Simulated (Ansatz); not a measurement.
Consider the cleavage of the Si–Si bond: `O[SiH2][SiH2]Br` + `[NH2][AlH2]` → `[AlH2][NH][SiH2]Br` + `O[SiH3]`.

Isolated molecules relaxed with PBE0-D4/def2-TZVP in Ansatz; ΔE leaves out vibrations. CCSD(T)/CBS is the MP2 limit (def2-TZVPP, def2-QZVPP) plus CCSD(T) − MP2 in def2-TZVPP, frozen cores. This one scheme is used for every species. Functionals use def2-TZVPP. B3LYP here is the variant with VWN-RPA as its local correlation; programs differ in this. For Br outer-core shells are correlated without core-valence functions, which leaves a few kJ/mol of doubt a bond. Scalar relativity is left out up to krypton. One conformer a species, not always the lowest.

CCSD(T)/CBS gives -0.75 eV.

**Question.** Another level gave -0.77 eV. Which?
A. B3LYP-D4/def2-TZVPP
B. PBE0-D4/def2-TZVPP
C. MP2/def2-TZVPP
D. CCSD(T)/def2-TZVPP

**Answer.** D. CCSD(T)/def2-TZVPP -0.77, B3LYP-D4 -0.70, PBE0-D4 -0.59, MP2/def2-TZVPP -0.85 eV.

Largest T1 diagnostic among the species: 0.011.

From BLYP to BHLYP (50 % exact exchange), in def2-TZVPP and without D4, ΔE moves by −0.15 eV. Leaving LDA and LC-ωPBE aside and taking each functional with its dispersion term where it has one, the values, not all of them listed here, spread over 0.28 eV, from BHLYP-D4 to PBE-D4.
